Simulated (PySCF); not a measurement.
Precursor series metal swap MX4 F. Gas-phase values, no solvent.

Level of theory: TPSSh-D3(BJ)/def2-TZVP // PBE-D3(BJ)/def2-SVP (PySCF 2.14.0). All candidates: neutral, multiplicity 1. 

- LUMO: -4.71 eV
- HOMO: -10.68 eV
- dipole moment: 0.47 D

Problem. Name which member has these values.
A. [Ti(F)4]
B. [V(=O)(F)3]
C. [Mo(=O)(F)4]
D. [W(=O)(F)4]

Solution. D, [W(=O)(F)4]. The others give [Ti(F)4]: -3.72 eV, -11.38 eV, 0.00 D; [Mo(=O)(F)4]: -5.62 eV, -10.93 eV, 0.00 D; [V(=O)(F)3]: -4.70 eV, -10.35 eV, 0.42 D
